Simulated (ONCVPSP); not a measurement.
**Pseudopotential generation for gold: ONCV, PBE, scalar-relativistic.**

ONCVPSP 4.0.1 was run on this input:

```
# ATOM AND REFERENCE CONFIGURATION
# atsym  z   nc   nv     iexc    psfile
  Au 79.00   10    4        4      upf
#
#   n    l    f
    1    0    2.00
    2    0    2.00
    2    1    6.00
    3    0    2.00
    3    1    6.00
    3    2   10.00
    4    0    2.00
    4    1    6.00
    4    2   10.00
    4    3   14.00
    5    0    2.00
    5    1    6.00
    5    2   10.00
    6    1    1.00
#
# PSEUDOPOTENTIAL AND OPTIMIZATION
# lmax
    2
#
#   l,   rc,      ep,       ncon, nbas, qcut
    0    0.90    0.00    4    9    6.60
    1    1.60    0.00    3    7    7.80
    2    1.95    0.00    4    9    8.10
#
# LOCAL POTENTIAL
# lloc, lpopt,  rc(5),   dvloc0
    4    5    0.75    1.00
#
# VANDERBILT-KLEINMAN-BYLANDER PROJECTORs
# l, nproj, debl
    0    1    0.60
    1    2    2.80
    2    3    3.10
#
# MODEL CORE CHARGE
# icmod, fcfact, rcfact
    3    2.75    1.25
#
# LOG DERIVATIVE ANALYSIS
# epsh1, epsh2, depsh
   -6.00    5.00    0.04
#
# OUTPUT GRID
# rlmax, drl
    6.00    0.01
#
# TEST CONFIGURATIONS
# ncnf
    4
# nvcnf
#   n    l    f
    5
    5    0    2.00
    5    1    6.00
    5    2   10.00
    6    1    0.00
    6    0    1.00
#
    4
    5    0    2.00
    5    1    6.00
    5    2   10.00
    6    1    0.00
#
    4
    5    0    2.00
    5    1    6.00
    5    2    9.00
    6    1    0.00
#
    4
    5    0    2.00
    5    1    6.00
    5    2    8.00
    6    1    0.00
#
```

Command:

```bash
oncvpsp.x < Au.dat > Au.out
```

The program printed (shortened: citation, most of the input echo, consistency checks and plot data are left out):

```
ONCVPSP  (Optimized Norm-Conservinng Vanderbilt PSeudopotential)
scalar-relativistic version 4.0.1

#   n    l    f        energy (Ha)
    1    0    2.00    -2.9690061E+03
    2    0    2.00    -5.2390088E+02
    2    1    6.00    -4.5284625E+02
    3    0    2.00    -1.2371404E+02
    3    1    6.00    -1.0310890E+02
    3    2   10.00    -8.1122255E+01
    4    0    2.00    -2.6914484E+01
    4    1    6.00    -2.0159566E+01
    4    2   10.00    -1.2055909E+01
    4    3   14.00    -3.0606211E+00
    5    0    2.00    -4.0631308E+00
    5    1    6.00    -2.2786328E+00
    5    2   10.00    -3.3091470E-01
    6    1    1.00    -6.6891837E-02

Reference configufation results
  iterations    29
  all-electron total energy (Ha)   -1.90116776D+04

Begin loop to  construct optimized pseudo wave functions
and semi-local pseudopoentials for all angular momenta

Calculating optimized projector #   1

 for l=   0

    Fraction of norm inside rc  0.487784
    Optimizing pswf for qcut=   6.59 a_B^-1,  ecut=  21.69 Ha
    Residual kinetic energy error=  6.57D-02 Ha

    Energy error per electron        Cutoff
         Ha          eV             Ha
         0.01000     0.27211       80.49
         0.00100     0.02721      260.29
         0.00010     0.00272      302.28
         0.00001     0.00027      390.33

Calculating optimized projector #   1

 for l=   1

    Fraction of norm inside rc  0.914596
    Optimizing pswf for qcut=   7.81 a_B^-1,  ecut=  30.49 Ha
    Residual kinetic energy error=  2.63D-06 Ha

    Energy error per electron        Cutoff
         Ha          eV             Ha
         0.01000     0.27211       11.95
         0.00100     0.02721       14.75
         0.00010     0.00272       17.89
         0.00001     0.00027       26.99

Calculating optimized projector #   2

 for l=   1

    Fraction of norm inside rc  0.019210
    Optimizing pswf for qcut=   7.81 a_B^-1,  ecut=  30.49 Ha
    Residual kinetic energy error=  9.14D-07 Ha

    Energy error per electron        Cutoff
         Ha          eV             Ha
         0.01000     0.27211        7.87
         0.00100     0.02721       11.33
         0.00010     0.00272       14.50
         0.00001     0.00027       24.95

   Wellstate for l =  2  n =  7
     eigenvalue =   2.7691
     asymptotic potential =   3.2691
     half-point radius =  3.3506

   Wellstate for l =  2  n =  8
     eigenvalue =   5.8691
     asymptotic potential =   6.3691
     half-point radius =  3.1615

Calculating optimized projector #   1

 for l=   2

    Fraction of norm inside rc  0.757088
    Optimizing pswf for qcut=   8.10 a_B^-1,  ecut=  32.84 Ha
    Residual kinetic energy error=  8.28D-08 Ha

    Energy error per electron        Cutoff
         Ha          eV             Ha
         0.01000     0.27211       15.97
         0.00100     0.02721       20.65
         0.00010     0.00272       24.54
         0.00001     0.00027       27.68

Calculating optimized projector #   2

 for l=   2

    Fraction of norm inside rc  0.165614
    Optimizing pswf for qcut=   8.10 a_B^-1,  ecut=  32.84 Ha
    Residual kinetic energy error=  2.58D-07 Ha

    Energy error per electron        Cutoff
         Ha          eV             Ha
         0.01000     0.27211       16.87
         0.00100     0.02721       21.47
         0.00010     0.00272       25.06
         0.00001     0.00027       28.32

Calculating optimized projector #   3

 for l=   2

    Fraction of norm inside rc  0.150832
    Optimizing pswf for qcut=   8.10 a_B^-1,  ecut=  32.84 Ha
    Residual kinetic energy error=  5.03D-06 Ha

    Energy error per electron        Cutoff
         Ha          eV             Ha
         0.01000     0.27211       19.65
         0.00100     0.02721       24.57
         0.00010     0.00272       27.46
         0.00001     0.00027       30.88

Construct Vanderbilt / Kleinmman-Bylander projectors

B matrix Hermiticity error, ll=   1
   1   2    1.9214E-04

  Orthonormal projector coefficients  1.9876E+01  1.5848E+00

B matrix Hermiticity error, ll=   2
   1   2   -3.8594E-04
   1   3    5.8669E-04
   2   3    3.4065E-04

  Orthonormal projector coefficients  1.7111E+01  2.4197E+00  1.8018E-01

Model core correction analysis
  based on d2Exc/dn_idn_j

d2excae - all-electron derivatives

   -2.995396D-02   -2.556250D-02   -1.263229D-02   -6.107976D-04
   -2.556256D-02   -2.484371D-02   -1.560167D-02   -6.632942D-04
   -1.263236D-02   -1.560170D-02   -1.738522D-02   -4.012199D-03
   -6.107979D-04   -6.632136D-04   -4.010307D-03   -2.757132D-02

d2excps - pseudofunction derivatives with no core correction

   -4.349160D-02   -3.509091D-02   -1.614861D-02   -9.204598D-04
   -3.509153D-02   -3.097585D-02   -1.723286D-02   -9.080238D-04
   -1.614914D-02   -1.723297D-02   -1.811883D-02   -4.072783D-03
   -9.204937D-04   -9.079619D-04   -4.070890D-03   -2.758590D-02

rms 2nd derivative error    5.204410E-03

rmatch, rhocmatch    0.7870   20.6792

Teter function model core charge with specified parameters

d2excps - pseudofunction derivatives with core correction

   -3.597680D-02   -2.918316D-02   -1.458257D-02   -7.114869D-04
   -2.918359D-02   -2.611733D-02   -1.616559D-02   -7.262651D-04
   -1.458285D-02   -1.616563D-02   -1.788215D-02   -4.031815D-03
   -7.115009D-04   -7.261862D-04   -4.029923D-03   -2.757905D-02

rms 2nd derivative error    2.130694E-03

Pseudoatom total energy -137.093153

Diagnostic tests using Vanderbilt-Kleinman-Bylander pseudopotentials
  1 or more projectors used as specified by nproj input data

   l    rcore       rmatch      e in        delta e   norm test  slope test

   0   0.9031017   0.9305218  -4.0631308  -0.0001175   0.9999967   1.0001116

   1   1.6037727   1.6524667  -2.2786328   0.0000096   1.0002031   1.0002108
   1   1.6037727   1.6524667  -0.0668918   0.0000032   1.0000721   1.0000582

   2   1.9537823   2.0131034  -0.3309147   0.0000060   1.0001080   1.0001309
   2   1.9537823   2.0131034   2.7690853   0.0000679   1.0002678   1.0002678
   2   1.9537823   2.0131034   5.8690853   0.0000721   1.0005176   1.0005176

 Testing for bound ghosts
   n   l    E NL Schr. Eq   E Basis Diag.   E Cutoff

       0                      -18.765391    320.20  WARNING - GHOST(-)
   1   0       -4.063248       -4.061962    320.20

   2   1       -2.278623       -2.278627     87.13
   3   1       -0.066889        0.082760     87.13

   3   2       -0.330909       -0.330308    145.31

 Testing for highly-localized positive-energy ghosts
       l    <radius>/rc     E Basis Diag.   E Cutoff

       1        0.265620        2.223064     87.13  WARNING - GHOST(+)

Test configuration 0

   n   l     f        eae           eps        diff
   1   0  2.0000-2969.00612723
   2   0  2.0000 -523.90087596
   2   1  6.0000 -452.84625025
   3   0  2.0000 -123.71403591
   3   1  6.0000 -103.10890249
   3   2 10.0000  -81.12225513
   4   0  2.0000  -26.91448357
   4   1  6.0000  -20.15956623
   4   2 10.0000  -12.05590943
   4   3 14.0000   -3.06062111
   5   0  2.0000   -4.06313082   -4.06324837   -1.18D-04
   5   1  6.0000   -2.27863279   -2.27862317    9.61D-06
   5   2 10.0000   -0.33091470   -0.33090869    6.02D-06
   6   1  1.0000   -0.06689184   -0.06688867    3.17D-06

    Total energies and differences
      AE_ref= -1.90116776D+04  AE_tst= -1.90116776D+04  dif=  0.00D+00
      PS_ref= -1.37093153D+02  PS_tst= -1.37093153D+02  dif=  1.19D-12
      PSP excitation error= -1.19D-12

Test configuration 1

psatom: WARNING lschvkbb convergence error n,l,iter=   2   0   2
ea(ii),et,emin,emax -4.855021E-01 -5.340523E-01 -5.340523E-01 -5.340523E-01
run_config: WARNING for fully non-local PS atom, stg. 2
 WARNING no output for configuration 2

Test configuration 2

   n   l     f        eae           eps        diff
   1   0  2.0000-2969.23845579
   2   0  2.0000 -524.13205489
   2   1  6.0000 -453.07748944
   3   0  2.0000 -123.94533868
   3   1  6.0000 -103.34021348
   3   2 10.0000  -81.35347159
   4   0  2.0000  -27.14592613
   4   1  6.0000  -20.39101133
   4   2 10.0000  -12.28732625
   4   3 14.0000   -3.29206627
   5   0  2.0000   -4.29519845   -4.29550141   -3.03D-04
   5   1  6.0000   -2.51159431   -2.51171363   -1.19D-04
   5   2 10.0000   -0.56330305   -0.56328014    2.29D-05

    Total energies and differences
      AE_ref= -1.90116776D+04  AE_tst= -1.90115247D+04  dif=  1.53D-01
      PS_ref= -1.37093153D+02  PS_tst= -1.36940209D+02  dif=  1.53D-01
      PSP excitation error= -6.43D-05

Test configuration 3

   n   l     f        eae           eps        diff
   1   0  2.0000-2969.72618425
   2   0  2.0000 -524.62115712
   2   1  6.0000 -453.56656093
   3   0  2.0000 -124.43344283
   3   1  6.0000 -103.82830940
   3   2 10.0000  -81.84179869
   4   0  2.0000  -27.63340372
   4   1  6.0000  -20.87845512
   4   2 10.0000  -12.77477372
   4   3 14.0000   -3.77917787
   5   0  2.0000   -4.77767282   -4.77788104   -2.08D-04
   5   1  6.0000   -2.98759060   -2.98776968   -1.79D-04
   5   2  9.0000   -1.00452237   -1.00452720   -4.83D-06

    Total energies and differences
      AE_ref= -1.90116776D+04  AE_tst= -1.90107453D+04  dif=  9.32D-01
      PS_ref= -1.37093153D+02  PS_tst= -1.36160714D+02  dif=  9.32D-01
      PSP excitation error= -1.62D-04

Test configuration 4

psatom: WARNING lschvkbb convergence error n,l,iter=   3   1   3
ea(ii),et,emin,emax -6.688867E-02 -7.357753E-02 -7.357753E-02 -7.357753E-02
run_config: WARNING for fully non-local PS atom, stg. 1
 WARNING no output for configuration 5
```

Note: ghosts flagged at negative energy: s at -510.6 eV; GHOST(+) flagged for p at 60.5 eV. A true bound ghost makes a file unfit for plane-wave use.

The run took about 5.7 s on one core of a shared server CPU.
